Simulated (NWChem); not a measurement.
Molecule: AlH2SOF; SMILES [OH][Al]([F])[SH]

```xyz
6

Al     0.0857    -0.4233     0.0000
F     -1.2191    -1.4491     0.0000
O      1.6704    -1.0051     0.0000
H      1.9453    -1.9231     0.0000
S     -0.2510     1.7128     0.0000
H      1.0797     1.9573     0.0000
```
Atoms are numbered in this order, from 1.

Program: NWChem. The geometry was optimised at PBE0/def2-SVP. Level: PBE0/def2-SVPD; rows give the wavelength of the field.

For field 589 nm:

```yaml
isotropic polarisability (bohr³): 49.6
```

Question: What are these values for field static?

Answer: 
| Item | Result |
|---|---|
| isotropic polarisability (bohr³) | 47.8 |
